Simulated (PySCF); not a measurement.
**As⁺: excitation energy**

As⁺ [Ar] 3d10 4s2 4p2 (3P) → As⁺ [Ar] 3d10 4s2 4p1 5s1 (3P), as a difference of total energies. Calculation: PySCF 2.14, in x2c-QZVPPall with one added diffuse shell each of s, p, d, f type (12s9p6d5f1g, 113 functions); scalar relativity by spin-free X2C-1e. Correlated levels: valence: [Ar] 3d10 frozen; valence and next inner shell: [Ne] frozen. The calculations carry no spin-orbit coupling.

```json
{"method": "UHF", "excitation energy (eV)": "9.554"}
{"method": "LDA", "excitation energy (eV)": "9.543"}
{"method": "PBE", "excitation energy (eV)": "9.453"}
{"method": "PBE0", "excitation energy (eV)": "9.612"}
{"method": "r2SCAN", "excitation energy (eV)": "9.915"}
{"method": "r2SCANh", "excitation energy (eV)": "9.917"}
{"method": "CAM-B3LYP", "excitation energy (eV)": "9.673"}
{"method": "PW91", "excitation energy (eV)": "9.498"}
{"method": "MP2 (valence)", "excitation energy (eV)": "9.679"}
{"method": "SCS-MP2 (valence)", "excitation energy (eV)": "9.669"}
{"method": "MP2 (valence and next inner shell)", "excitation energy (eV)": "9.746"}
{"method": "SCS-MP2 (valence and next inner shell)", "excitation energy (eV)": "9.706"}
```

Q: How much does correlation contribute at MP2 (valence and next inner shell)?

A: 9.746 − (9.554) = 0.192 eV, measured against UHF.

A first-order spin-orbit estimate (lowest level to lowest level, LS coupling) adds -0.026 eV.

The promoted electron is Rydberg-like, and one or two diffuse shells describe it only roughly, which tends to raise the upper state.
